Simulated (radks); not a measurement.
Task: Species: the mercury ion Hg49+. Configuration: [Ar] 3d10 4s2 4p1 (the NIST ground configuration). Method: Dirac Kohn-Sham, PBE, spin-unpolarised, spherical densities, finite nucleus; open shells fill j = l - 1/2 first; Fermi nuclear charge, rms radius 5.4648 fm; computed with a radial shooting solver on a logarithmic mesh with Libxc functionals. Some entries of the table are withheld. Estimate them.

| orbital | occ. | eigenvalue (eV) | <r> (bohr) |
|---|---|---|---|
| 1s1/2 | 2 | (1) | (2) |
| 2s1/2 | 2 | -17287.57 | 0.06914 |
| 2p1/2 | 2 | -16707.28 | 0.05681 |
| 2p3/2 | 4 | -14752.02 | 0.06544 |
| 3s1/2 | 2 | -5951.713 | (3) |
| 3p1/2 | 2 | -5695.964 | 0.1671 |
| 3p3/2 | 4 | -5244.578 | 0.1819 |
| 3d3/2 | 4 | (4) | (5) |
| 3d5/2 | 6 | (6) | (7) |
| 4s1/2 | 2 | -2899.957 | 0.3516 |
| 4p1/2 | 1 | -2789.137 | 0.3466 |
| 4p3/2 | 0 | -2636.027 | 0.3674 |
| 4d3/2 | 0 | -2463.566 | 0.3528 |
| 4d5/2 | 0 | -2430.093 | 0.3586 |
| 5s1/2 | 0 | -1717.361 | 0.5873 |

Result: 
(1) 1s1/2 eigenvalue (eV): -85625.01
(2) 1s1/2 <r> (bohr): 0.01659
(3) 3s1/2 <r> (bohr): 0.1770
(4) 3d3/2 eigenvalue (eV): -4831.384
(5) 3d3/2 <r> (bohr): 0.1577
(6) 3d5/2 eigenvalue (eV): -4733.119
(7) 3d5/2 <r> (bohr): 0.1621
